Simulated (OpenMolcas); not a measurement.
# Mn2+ in CsCaF3: curves along the breathing mode

Mn2+ with its 6 nearest fluoride ions, on the Ca site of CsCaF3 (a = 4.526 Å, distance in the model lattice 2.263 Å). The rest of the host is ab initio model potentials to 7.6 Å, with orthogonalisation functions on the cations behind the ligands, and point charges beyond; the distance is set by hand and nothing relaxes. Ligand basis ANO-RCC-VDZP.

```yaml
Program: OpenMolcas
Method: "SS-CASPT2, IPEA 0.25 Eh, imaginary shift 0.1 Eh (closed shells correlated: 3s 3p and the ligand valence shells)"
Basis: ANO-RCC-VDZP [5s4p2d1f]
Scalar_Hamiltonian: DKH2, point nucleus
Active_space: 5 electrons in 5 orbitals (3d)
State_averaging: 2S+1 = 6 even, 1 root; 2S+1 = 4 even, 24 roots; 2S+1 = 2 even, 75 roots
Spin-orbit_coupling: state interaction with AMFI integrals over the reference wave functions
```

Spin-free energies (labels of O, the rotations of Oh) in cm-1 above the lowest fitted minimum, as all ligands move together:

| R (Å) | 6A1 | 4T1 | 4T2 | 4E | 4A1 | 4T2(2) | 2T2 |
| --- | --- | --- | --- | --- | --- | --- | --- |
| 2.039 | 1860 | 22960 | 26740 | 29470 | 29770 | 32380 | 29870 |
| 2.087 | 170 | 22410 | 25730 | 27890 | 28180 | 31130 | 30480 |
| 2.135 | 210 | 23410 | 26300 | 28020 | 28290 | 31590 | 32190 |
| 2.183 | 1860 | 25890 | 28370 | 29720 | 30000 | 33600 | 35380 |
| 2.231 | 5050 | 29780 | 31890 | 32980 | 33250 | 37110 | 39860 |
| 2.279 | 9790 | 35120 | 36900 | 37770 | 38050 | 42160 | 45690 |
| 2.327 | 16160 | 41980 | 43490 | 44210 | 44460 | 48780 | 52950 |

Cubic fits give the following; the wavenumber is harmonic, with the mass of all moving ligands, small differences in it between states hang on the degree of the fit, a number in brackets counts states of one label, and the table is a selection of at most 14 states with clean curves.

```tsv
State	R0 (Å)	Breathing mode (cm-1)	Minimum (cm-1)
6A1	2.111	458	0
4T1	2.079	437	22420
4T2	2.094	439	25750
4E	2.108	454	27760
4A1	2.109	456	28040
4T2(2)	2.099	453	31120
2T2	2.042	399	29880
4E(2)	2.109	457	33500
2A2	2.076	436	34330
4T1(2)	2.128	457	37420
2T1	2.080	436	35780
2T2(2)	2.083	435	36330
2E	2.084	428	37780
2A1	2.106	453	40440
```

Roots that are degenerate in the reference are averaged as groups; the widest CASPT2 spread within a group is 230 cm-1 (the 3-fold group of multiplicity 2 near 30300 cm-1 above the lowest state of its run, R = 2.087). Shifts and gaps below about the spread of the groups concerned are not significant. Over all roots computed the reference weight is 0.73 to 0.74 in R = 2.039, 0.73 to 0.74 in R = 2.087, 0.73 to 0.74 in R = 2.135, 0.73 to 0.74 in R = 2.183, 0.73 to 0.74 in R = 2.231, 0.73 to 0.74 in R = 2.279, 0.73 to 0.74 in R = 2.327; a low but even weight reflects the number of correlated electrons. Ligand-to-metal charge-transfer states are missing. These CASPT2 states fit no ligand-field parameters well, so their order and spin gaps are uncertain. With no ligand orbital active B as a rule stays too high, so bands that hang on it stand too high and its fall with covalency is understated. With one d shell and no ligand orbital active, 10Dq can be off by tens of per cent for divalent 3d ions, low with halides held by bare charges and at times high in hosts. Free-ion shares, where given, are those of the reference states; single-state CASPT2 does not remix them. No measured value stands beside these numbers.
